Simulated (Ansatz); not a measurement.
**Molecular dynamics of AlSi$_{16}$**

The input (input.yaml):

```yaml
crystal:
  lattice:
    - [0.0, 5.43, 5.43]
    - [5.43, 0.0, 5.43]
    - [5.43, 5.43, 0.0]
  atoms:
    - { symbol: Si, position: [0.01520703, -0.01826687, 0.00162438] }
    - { symbol: Si, position: [0.13632646, 0.11939551, 0.12392581] }
    - { symbol: Si, position: [0.00435983, -0.00211662, 0.49897579] }
    - { symbol: Si, position: [0.13633839, 0.1193815, 0.62054093] }
    - { symbol: Si, position: [0.01517588, 0.50047638, 0.00156339] }
    - { symbol: Si, position: [0.13782019, 0.61994899, 0.12123133] }
    - { symbol: Si, position: [0.01516446, 0.5004603, 0.48301631] }
    - { symbol: Si, position: [0.13637483, 0.6228719, 0.62047786] }
    - { symbol: Si, position: [0.51126857, -0.00292591, -0.00621087] }
    - { symbol: Si, position: [0.63454783, 0.11957477, 0.12301731] }
    - { symbol: Si, position: [0.5112801, -0.00293052, 0.49803031] }
    - { symbol: Si, position: [0.63324712, 0.12166694, 0.62262788] }
    - { symbol: Si, position: [0.49952033, 0.49949105, 0.00059386] }
    - { symbol: Si, position: [0.63453424, 0.62206111, 0.12297268] }
    - { symbol: Si, position: [0.51131425, 0.49283256, 0.49800992] }
    - { symbol: Si, position: [0.63452479, 0.62204933, 0.62062208] }
    - { symbol: Al, position: [-0.1114132, 0.36962678, 0.87101973] }
magnetization:
  spin_polarized: true
basis:
  ecutwfc: 420.0
kpoints:
  mp_grid: { grid: [2, 2, 2] }
hamiltonian:
  xc: pbesol
  pseudopotentials: { kind: paw, azcp: { folder: soft_1 } }
scf:
  occupations: { method: fermi_dirac, width: 0.02 }
  lower_state_search: "off"
md:
  timestep: 2
  n_steps: 170
  ensemble: nvt_langevin
  temperature: 1500.0
  initial_velocities: maxwell_boltzmann
  seed: 367255
  friction: 0.01
```

Run as:

```bash
$ ansatz run input.yaml --threads 1 --pin off --max-ram 3072MiB --backend cpu --events-out ev --progress --plain --runs-dir out
```

It starts from a relaxed structure.

Output, in part (step lines):

```
md step     0: t =     0.00 fs  T =  1411.8 K  F+E_penalty+E_count = -10464.95699095 eV  E_kin = 3.102240 eV  (11 SCF iters)
md step     1: t =     2.00 fs  T =  1316.3 K  F+E_penalty+E_count = -10464.89324756 eV  E_kin = 2.892521 eV  (7 SCF iters)
md step     2: t =     4.00 fs  T =  1368.7 K  F+E_penalty+E_count = -10464.71643182 eV  E_kin = 3.007670 eV  (6 SCF iters)
md step     3: t =     6.00 fs  T =  1337.5 K  F+E_penalty+E_count = -10464.44693727 eV  E_kin = 2.939053 eV  (6 SCF iters)
md step     4: t =     8.00 fs  T =  1303.7 K  F+E_penalty+E_count = -10464.10162096 eV  E_kin = 2.864747 eV  (6 SCF iters)
md step     5: t =    10.00 fs  T =  1164.6 K  F+E_penalty+E_count = -10463.71474735 eV  E_kin = 2.559068 eV  (6 SCF iters)
md step     6: t =    12.00 fs  T =   994.4 K  F+E_penalty+E_count = -10463.33342880 eV  E_kin = 2.185031 eV  (6 SCF iters)
md step     7: t =    14.00 fs  T =   981.8 K  F+E_penalty+E_count = -10462.96029162 eV  E_kin = 2.157442 eV  (6 SCF iters)
[... lines left out ...]
md step   170: t =   340.00 fs  T =  1377.4 K  F+E_penalty+E_count = -10461.63037379 eV  E_kin = 3.026641 eV  (6 SCF iters)
```

The steps, from the saved trajectory:

```csv
time (fs),T (K),potential energy less start (eV)
0,1412,0.000
10,1165,1.242
20,506,2.708
30,768,2.196
40,940,1.628
50,1128,1.850
60,1256,2.372
70,1253,2.520
80,1444,2.169
90,1202,2.833
100,1114,3.510
110,1224,3.032
120,1415,3.064
130,1231,3.656
140,1299,3.431
150,1344,3.609
160,1225,3.856
170,1204,3.556
180,1668,3.354
190,1497,3.889
200,1239,4.619
210,991,4.869
220,1593,3.896
230,1695,3.346
240,1373,4.239
250,1424,4.091
260,1617,3.370
270,1504,3.480
280,1289,3.937
290,1546,3.274
300,1696,3.076
310,1468,2.923
320,1591,3.220
330,1346,3.461
340,1377,3.327
```

The run went to its last step. A run of 0.34 ps of so small a system gives no equilibrium averages. Limits of this set-up: coarse k mesh, PAW files made for another functional, a small cell, in which the defect meets its images.

Mean squared displacements from the first frame to the last, about the centre of mass: Si 0.56 Å², Al 0.47 Å².

Last frame:

```xyz
17
Lattice="0.0000 5.4300 5.4300 5.4300 0.0000 5.4300 5.4300 5.4300 0.0000" Properties=species:S:1:pos:R:3
Si -0.197 0.543 0.139
Si 0.883 2.154 1.770
Si 2.582 2.900 0.095
Si 3.430 4.885 0.772
Si 1.846 0.218 3.046
Si 2.641 2.646 3.907
Si 4.793 1.673 3.745
Si 6.047 3.562 4.320
Si -0.516 3.139 3.574
Si 1.196 4.372 4.672
Si 2.560 5.193 2.852
Si 3.740 6.643 4.437
Si 2.071 2.572 6.082
Si 3.467 4.135 7.454
Si 4.617 5.074 5.833
Si 6.232 6.374 7.249
Al 5.566 3.899 1.818
```

Run time: 19 min on 1 thread of Arm Neoverse V1, on a shared host, peak memory 0.62 GiB.
